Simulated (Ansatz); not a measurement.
C2H6FInS (`C[S][In]([CH3])[F]`). Charge 0, multiplicity 1. In: def2 effective core potential.

```xyz
11

C    -2.073   -0.522   -0.725
S    -0.892   -1.896   -0.535
In    1.045   -0.772    0.226
C     1.548    1.255    0.657
F     2.482   -2.077    0.503
H    -3.007   -0.968   -1.068
H    -2.263   -0.014    0.219
H    -1.743    0.198   -1.473
H     1.357    1.880   -0.215
H     2.603    1.300    0.922
H     0.943    1.614    1.490
```

Question: List the harmonic frequencies (cm⁻¹, unscaled) at PBE0-D4/def2-TZVP in Ansatz. (Best estimate.)

Answer: The calculation gave: 11, 59, 68, 87, 121, 122, 175, 361, 519, 573, 717, 722, 738, 966, 978, 1192, 1351, 1448, 1449, 1474, 1474, 3066, 3072, 3154, 3157, 3168, 3181.
